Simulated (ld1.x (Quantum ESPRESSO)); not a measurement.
## An all-electron radial function and its pseudo partner (Lu)

Columns: radius, all-electron u(r) and pseudo u(r) of the 5s shell (level -60.16 eV) of lutetium in the configuration [Kr] 4d10 4f14 5s2 5p6 5d2 6s1 6p0; LDA (PZ), scalar-relativistic, RRKJ scheme, ld1.x (Quantum ESPRESSO) 7.5.

| r (bohr) | all-electron | pseudo |
| --- | --- | --- |
| 0.108 | 0.1569 | 0.0398 |
| 0.215 | 0.1733 | 0.0886 |
| 0.322 | -0.4758 | 0.1574 |
| 0.430 | -0.5242 | 0.2601 |
| 0.538 | -0.1289 | 0.4074 |
| 0.645 | 0.3452 | 0.5957 |
| 0.752 | 0.7234 | 0.8003 |
| 0.860 | 0.9625 | 0.9748 |
| 0.968 | 1.0728 | 1.0733 |
| 1.075 | 1.0882 | 1.0882 |
| 1.182 | 1.0418 | 1.0418 |
| 1.290 | 0.9587 | 0.9587 |
| 1.398 | 0.8579 | 0.8579 |
| 1.505 | 0.7530 | 0.7530 |
| 1.612 | 0.6510 | 0.6510 |
| 1.720 | 0.5553 | 0.5553 |
| 1.828 | 0.4692 | 0.4692 |
| 1.935 | 0.3940 | 0.3940 |
| 2.042 | 0.3289 | 0.3289 |
| 2.150 | 0.2727 | 0.2727 |
| 2.258 | 0.2251 | 0.2251 |
| 2.365 | 0.1855 | 0.1855 |
| 2.472 | 0.1524 | 0.1524 |
| 2.580 | 0.1246 | 0.1246 |
| 2.688 | 0.1017 | 0.1017 |
| 2.795 | 0.0830 | 0.0830 |

Task: How many radial nodes do the two functions have?

Result: The all-electron 5s function has n − l − 1 = 4 (the table is too coarse to show those close to the nucleus); the pseudo-wave has 0, since the states of the same l below it are removed with the core.

Task: At about which radius was the pseudo-wave matched?

Result: 1.10 bohr. The columns agree to 0.0005 from 0.97 bohr on; several derivatives are matched, so the curves merge somewhat inside the radius.

Task: Where does each function peak?

Result: Outermost all-electron maximum near 1.07 bohr, pseudo maximum near 1.07 bohr (to the table’s step).

Task: Is the pseudo-wave norm-conserving?

Result: Yes: the RRKJ scheme keeps the norm inside the radius equal to the all-electron one, which fixes the energy derivative of the logarithmic derivative at the level.
